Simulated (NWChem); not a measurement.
Species: BH2OF; SMILES OBF

```xyz
5

B     -0.4516    -0.0261     0.0000
H     -1.6704    -0.0461     0.0000
F      0.2152    -1.1812     0.0000
O      0.2836     1.1125     0.0000
H     -0.2771     1.9074     0.0000
```
Atoms are numbered in this order, from 1.

The geometry was optimised at PBE-D3(BJ)/def2-SVP.

Symmetry labels are those of Cs in the frame above (b1 and b2, or b-type labels, depend on it).

List the 4 lowest vertical singlet excitations and the 4 lowest triplet ones from B3LYP/aug-cc-pVDZ, TDA (NWChem).


```json
[
 {"state": "S1", "energy (eV)": "8.10", "oscillator strength": "0.026", "symmetry": "a\"", "leading excitation (squared amplitude)": "HOMO → LUMO+1 (0.95)"},
 {"state": "S2", "energy (eV)": "8.23", "oscillator strength": "0.005", "symmetry": "a'", "leading excitation (squared amplitude)": "HOMO → LUMO (0.97)"},
 {"state": "S3", "energy (eV)": "8.59", "oscillator strength": "0.035", "symmetry": "a\"", "leading excitation (squared amplitude)": "HOMO−1 → LUMO (0.97)"},
 {"state": "S4", "energy (eV)": "9.38", "oscillator strength": "0.013", "symmetry": "a'", "leading excitation (squared amplitude)": "HOMO → LUMO+2 (0.71)"},
 {"state": "T1", "energy (eV)": "7.35", "oscillator strength": "spin-forbidden", "symmetry": "a\"", "leading excitation (squared amplitude)": "HOMO → LUMO+1 (0.92)"},
 {"state": "T2", "energy (eV)": "7.86", "oscillator strength": "spin-forbidden", "symmetry": "a'", "leading excitation (squared amplitude)": "HOMO−1 → LUMO+1 (0.92)"},
 {"state": "T3", "energy (eV)": "7.97", "oscillator strength": "spin-forbidden", "symmetry": "a'", "leading excitation (squared amplitude)": "HOMO → LUMO (0.96)"},
 {"state": "T4", "energy (eV)": "8.30", "oscillator strength": "spin-forbidden", "symmetry": "a\"", "leading excitation (squared amplitude)": "HOMO−1 → LUMO (0.94)"}
]
```
